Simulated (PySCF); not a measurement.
## Calculated data, C2H8AlB

All values are calculated (PySCF 2.14.0). Calculation on a computer-drawn molecule: the log of a Hartree-Fock and frozen-core CCSD(T) single point meant for a local Hartree-Fock minimum, with one planted fault or none, to be diagnosed. Offsets are logged minus clean, where the clean run is the same molecule without the fault. The reference is restricted for singlets and unrestricted otherwise, and also for a bond in bohr or an excited solution. Adding or removing an electron swaps singlet and doublet. The excited solution moves the top pair (singlet) or top alpha electron (doublet) to the lowest empty orbital. Highest occupied and lowest empty are orbital energies over both spins, largest force is the largest gradient component, triples share is (T) over the correlation energy, the T1 limit is 0.02 restricted and 0.045 unrestricted, electrons count all cores, a negative frequency is imaginary (commonest isotopes), and the dipole is about the centre of nuclear charge.

```yaml
- formula: C2H8AlB
  logged_structure:
    atoms_angstrom:
      - [C, -2.29, -0.8582, -3.0676]
      - [B, -2.0036, 0.2489, -1.971]
      - [Al, -0.0954, 1.145, -1.4877]
      - [C, 1.0891, 0.4908, -0.0483]
      - [H, -1.4207, -1.3873, -3.4636]
      - [H, -2.7559, -0.3225, -3.9102]
      - [H, -3.0338, -1.5909, -2.738]
      - [H, -3.871, 1.0068, -0.8824]
      - [H, 0.4101, 2.4182, -2.3055]
      - [H, 2.0691, 0.2111, -0.4559]
      - [H, 0.6968, -0.3748, 0.4943]
      - [H, 1.2794, 1.285, 0.6847]
  given:
    meant_charge: 0
    meant_multiplicity: 1
    meant_basis: "cc-pV(D+d)Z"
    logged_electrons: 38
    logged_basis_functions: 105
    logged_SCF_converged: "yes"
    logged_spin_squared: 0.6439
    "logged_highest_occupied [eV]": -8.2592
    "logged_lowest_empty [eV]": 1.3591
    "logged_largest_force [hartree/bohr]": 0.01894
    logged_T1_diagnostic: 0.055362
    logged_D1_diagnostic: 0.25766
    logged_triples_share: 0.031998
    logged_CC_converged: "yes"
    "logged_dipole_magnitude [debye]": 1.7295
    logged_SCF_stable_within_its_kind: "yes"
    "logged_energy_HF [hartree]": -346.8619
    "logged_energy_CCSD(T) [hartree]": -347.37755
    possible_faults: "no fault, one electron removed, one electron added, multiplicity raised by two, geometry at a saddle point, SCF held on an excited solution, minimal basis STO-3G, one bond length entered in bohr, all coordinates scaled"
    drawn_bonds_atom: [1, 2, 3, 1, 1, 1, 2, 3, 4, 4, 4]
    drawn_bonds_other_atom: [2, 3, 4, 5, 6, 7, 8, 9, 10, 11, 12]
    drawn_bonds_order: [1, 1, 1, 1, 1, 1, 1, 1, 1, 1, 1]
  results:
    planted_fault: "one bond length entered in bohr, row 7 of the drawn bonds"
    "HF_energy_offset_from_clean_run [kcal/mol]": 68.65
    "CCSD(T)_energy_offset_from_clean_run [kcal/mol]": 68.43
  notes: ["T1 above single-reference limit"]
```
